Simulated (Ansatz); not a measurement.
```yaml
crystal:
  periodic: [false, false, false]
  atoms:
    - {symbol: N, position_ang: [-0.053232, 1.543827, 0.019136]}
    - {symbol: V, position_ang: [-0.188590, 0.033339, -0.377375]}
    - {symbol: N, position_ang: [1.202993, -0.822677, 0.525269]}
    - {symbol: O, position_ang: [-1.715984, -0.672110, 0.172505]}
    - {symbol: Cl, position_ang: [0.103362, -0.272872, -2.556416]}
    - {symbol: H, position_ang: [-0.065594, 2.518167, 0.092893]}
    - {symbol: H, position_ang: [1.900033, -0.372082, 1.001066]}
    - {symbol: H, position_ang: [1.339470, -1.889308, 0.550608]}
    - {symbol: H, position_ang: [-2.429883, -0.219125, 0.588158]}
basis:
  gaussian: {orbitals: "6-31G*", fitting: {mean_field: cc-pVTZ-jkfit}}
hamiltonian: {xc: {name: r2SCAN0}, dispersion: d3bjatm}
```

```sh
$ ansatz run in.yaml --threads 4 --pin off --events-out ev --progress --plain --max-ram 10444MiB
```

Task: How does Ansatz answer? (An estimate is asked.)

Result: The calculation gave: The input was rejected before any iteration.
```
Functional definition: r2SCAN0
Error: <dir> the basis set cc-pVTZ-JKFIT has no functions for V
```
